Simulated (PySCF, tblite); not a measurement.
Isomers of C3H9O2Si2 (doublet state), one GFN2-xTB conformer each. Single-point energies are computed at B3LYP/pcH-1 (PySCF, gas phase, no added dispersion term), electronic only. GFN2-xTB treats the open shell by occupation alone, and not every SCF solution was tested for stability.

```json
{"SMILES": "[SiH3]C[C@H]1[CH]O[SiH2]O1", "GFN2-xTB relative energy (kcal/mol)": "1.6"}
{"SMILES": "[SiH3]C[C@H]1CO[SiH]O1", "GFN2-xTB relative energy (kcal/mol)": "0.0"}
```

Conformers: `[SiH3:1][CH2:2][C@H:3]1[CH:4][O:5][SiH2:6][O:7]1` (doublet state) with Si1–C2–C3–C4 -158°; `[SiH3:1][CH2:2][C@H:3]1[CH2:4][O:5][SiH:6][O:7]1` (doublet state) with Si1–C2–C3–C4 -159°, C2–C3–C4–O5 98°, C3–C4–O5–Si6 13°, C4–O5–Si6–O7 0°, O5–Si6–O7–C3 -14°.

Task: What does B3LYP/pcH-1 give for the same structures?

Result: 
```tsv
SMILES	B3LYP/pcH-1 E (Eh)	B3LYP/pcH-1 (kcal/mol)	GFN2-xTB (kcal/mol)	point group
[SiH3]C[C@H]1CO[SiH]O1	-849.20976	0.0	0.0	C1
[SiH3]C[C@H]1[CH]O[SiH2]O1	-849.20207	4.8	1.6	C1
```

Both levels put the same isomer lowest. Neighbours under 5.0 kcal/mol apart ([SiH3]C[C@H]1CO[SiH]O1 and [SiH3]C[C@H]1[CH]O[SiH2]O1) can change places with a better method, another conformer or zero-point energy.

Task: What happens when harmonic zero-point energies from GFN2-xTB frequencies are added?

Result: 
| SMILES | ZPE (kcal/mol) | electronic (kcal/mol) | with ZPE (kcal/mol) |
| --- | --- | --- | --- |
| [SiH3]C[C@H]1CO[SiH]O1 | 71.0 | 0.0 | 0.0 |
| [SiH3]C[C@H]1[CH]O[SiH2]O1 | 67.8 | 4.8 | 1.6 |

The zero-point energies span 3.2 kcal/mol. The order is unchanged.
